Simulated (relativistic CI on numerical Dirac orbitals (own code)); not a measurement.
**Cl2+: calculation against measurement**

Calculated at this level of theory: Dirac-Coulomb-Breit CI, KLI orbitals optimised for each configuration, QED by a radiative potential, valence Slater integrals scaled by 0.85, configuration energies shifted to the measured levels that pair with them (semi-empirical) (own radial code, finite nucleus).

CI space (outside the closed core [Ne]): 3s2 3p3, 3s 3p4, 3s2 3p2 4s, 3s2 3p2 4p, 3s2 3p2 4d, 3s2 3p2 5s, 3s2 3p2 3d, 3p5, 3s2 3p 3d2, 3s 3p3 3d, 3p3 3d2, 3s2 3p 3d 4s, 3s2 3p 4s2, 3s2 3p2 4f, 3s2 3p2 5p, 3s2 3p 3d 4p, 3s2 3p2 5d, 3s2 3p 4s 4p, 3s2 3p2 5f, 3s2 3p2 5g, 3s 3p3 4s, 3p4 3d, 3p4 4s, 3s2 3p 4p2, 3s 3p3 4p, 3s 3p2 3d2, 3p4 4p, 3s 3p2 3d 4s, 3s 3p2 4s2, 3s 3p2 3d 4p. Levels of other configurations are missing.

| Configuration | Term (tabulated) | J | Measured (cm⁻¹) | Computed | Error | Purity (%) |
| --- | --- | --- | --- | --- | --- | --- |
| 3s2 3p3 | 4S° | 3/2 | 0.0 | 0 | 0 | 97 |
| 3s2 3p3 | 2D° | 3/2 | 18053.0 | 18289 | 236 | 96 |
| 3s2 3p3 | 2D° | 5/2 | 18120.0 | 18359 | 239 | 96 |
| 3s2 3p3 | 2P° | 1/2 | 29812.0 | 28923 | -889 | 95 |
| 3s2 3p3 | 2P° | 3/2 | 29907.0 | 29017 | -890 | 95 |
| 3s 3p4 | 4P | 5/2 | 98520.0 | 98532 | 12 | 85 |
| 3s 3p4 | 4P | 3/2 | 99130.0 | 99130 | 0 | 85 |
| 3s 3p4 | 4P | 1/2 | 99475.0 | 99467 | -8 | 85 |
| 3s2 3p2 4s | 4P | 1/2 | 173736.0 | 173699 | -37 | 91 |
| 3s2 3p2 4s | 4P | 3/2 | 174093.8 | 174094 | 0 | 89 |
| 3s2 3p2 4s | 4P | 5/2 | 174613.9 | 174691 | 77 | 86 |
| 3s2 3p2 4s | 2P | 1/2 | 178369.7 | 178317 | -52 | 91 |
| 3s2 3p2 4s | 2P | 3/2 | 179076.1 | 179060 | -16 | 86 |
| 3s2 3p2 4s | 2D | 5/2 | 188390.1 | 189375 | 985 | 83 |
| 3s2 3p2 4s | 2D | 3/2 | 188448.1 | 189435 | 987 | 84 |
| 3s2 3p2 4p | 4D° | 1/2 | 201073.4 | 201086 | 13 | 95 |
| 3s2 3p2 4p | 4D° | 3/2 | 201332.0 | 201336 | 4 | 95 |
| 3s2 3p2 4p | 4D° | 5/2 | 201765.1 | 201761 | -4 | 95 |
| 3s2 3p2 4p | 4D° | 7/2 | 202367.6 | 202363 | -4 | 96 |
| 3s2 3p2 4p | 4P° | 1/2 | 204021.6 | 203492 | -530 | 95 |
| 3s2 3p2 4p | 4P° | 3/2 | 204124.0 | 203626 | -498 | 91 |
| 3s2 3p2 4p | 4P° | 5/2 | 204541.2 | 204055 | -486 | 90 |
| 3s2 3p2 4p | 2D° | 3/2 | 205037.3 | 205068 | 30 | 94 |
| 3s2 3p2 4p | 4S° | 3/2 | 205938.5 | 205798 | -141 | 91 |
| 3s2 3p2 4p | 2D° | 5/2 | 205946.9 | 205935 | -12 | 91 |
| 3s2 3p2 4p | 2P° | 1/2 | 209042.1 | 208773 | -269 | 95 |
| 3s2 3p2 4p | 2P° | 3/2 | 209182.8 | 208900 | -283 | 95 |
| 3s2 3p2 4p | 2F° | 5/2 | 216524.6 | 217379 | 855 | 95 |
| 3s2 3p2 4p | 2F° | 7/2 | 216710.4 | 217554 | 843 | 96 |
| 3s2 3p2 4p | 2D° | 5/2 | 217850.2 | 218499 | 648 | 94 |
| 3s2 3p2 4p | 2D° | 3/2 | 217913.1 | 218566 | 653 | 95 |
| 3s2 3p2 4p | 2P° | 1/2 | 221862.9 | 222505 | 642 | 94 |
| 3s2 3p2 4p | 2P° | 3/2 | 222100.7 | 222762 | 662 | 93 |
| 3s2 3p2 4d | 4F | 3/2 | 239506.3 | 239048 | -458 | 97 |
| 3s2 3p2 4d | 4F | 5/2 | 239729.9 | 239274 | -456 | 96 |
| 3s2 3p2 4d | 4F | 7/2 | 240075.2 | 239625 | -450 | 95 |
| 3s2 3p2 4d | 4F | 9/2 | 240568.4 | 240137 | -432 | 99 |
| 3s2 3p2 4d | 4D | 1/2 | 241559.4 | 240943 | -617 | 96 |
| 3s2 3p2 4d | 4D | 3/2 | 241572.4 | 240998 | -574 | 91 |
| 3s2 3p2 4d | 4D | 5/2 | 241685.1 | 241135 | -551 | 88 |
| 3s2 3p2 4d | 4D | 7/2 | 242046.2 | 241428 | -618 | 94 |
| 3s2 3p2 4d | 4P | 5/2 | 242822.8 | 242823 | 0 | 89 |
| 3s2 3p2 4d | 4P | 3/2 | 243080.7 | 243131 | 51 | 92 |
| 3s2 3p2 4d | 4P | 1/2 | 243207.2 | 243287 | 80 | 93 |
| 3s2 3p2 4d | 2F | 5/2 | 243828.4 | 244598 | 770 | 95 |
| 3s2 3p2 4d | 2F | 7/2 | 244684.9 | 245468 | 783 | 94 |
| 3s2 3p2 5s | 4P | 1/2 | 244951.5 | 244937 | -15 | 96 |
| 3s2 3p2 5s | 4P | 3/2 | 245392.4 | 245383 | -9 | 97 |
| 3s2 3p2 5s | 4P | 5/2 | 246137.2 | 246137 | 0 | 99 |
| 3s2 3p2 4d | 2D | 3/2 | 248528.2 | 250524 | 1996 | 88 |
| 3s2 3p2 4d | 2D | 5/2 | 248657.7 | 250618 | 1960 | 89 |
| 3s2 3p2 4d | 2F | 7/2 | 255086.3 | 256963 | 1876 | 91 |
| 3s2 3p2 4d | 2F | 5/2 | 255140.4 | 257060 | 1919 | 80 |
| 3s2 3p2 5s | 2D | 5/2 | 258885.8 | 259651 | 765 | 99 |
| 3s2 3p2 5s | 2D | 3/2 | 258890.8 | 259656 | 765 | 99 |

Measured levels from Moore, Atomic Energy Levels, vol. I, NSRDS-NBS 35 (1971 reprint of NBS Circular 467, 1949); pairs were made by configuration, J and term (by order where the table uses no LS term), so strongly mixed levels may be paired wrongly. The analysis dates from before 1960.

Mean error by configuration (cm⁻¹): 3s2 3p3 -326; 3s 3p4 1; 3s2 3p2 4s 278; 3s2 3p2 4p 118; 3s2 3p2 4d 311; 3s2 3p2 5s 301. Over the excited levels the mean absolute error is 484 cm⁻¹ (54 of the 54 excited levels that our extract of the source holds in range could be paired), and the median relative error of those above 1,000 cm⁻¹ is 0.21 %, both after the shifts were fitted to these levels, so that a configuration with one level shows no error.

Configurations whose levels could be paired with our table of measured levels were shifted onto them, all but the ground configuration, by the median error of their levels; single terms can still be off by 1,000 to 2,000 cm⁻¹ or more, and rates follow the energies as ν³ (E1, M1) or ν⁵ (E2). The others borrow a shift and can be off by several thousand cm⁻¹ or more. The fine structure of a lone outer electron comes out too small, for d and f at times inverted, and misplaced configurations move strength between like terms. 54 of the 54 excited levels that our extract of the measured tables holds in this range could be paired (the sources list more); they are missed by 484 cm⁻¹ on average and 1996 at most, after the shifts were fitted to these levels, and levels without a partner can miss by more.

Shifts applied (cm⁻¹): 3s2 3p3 0; 3s 3p4 -3018; 3s2 3p2 4s -2502; 3s2 3p2 4p -2765; 3s2 3p2 4d -13012; 3s2 3p2 5s -12572.
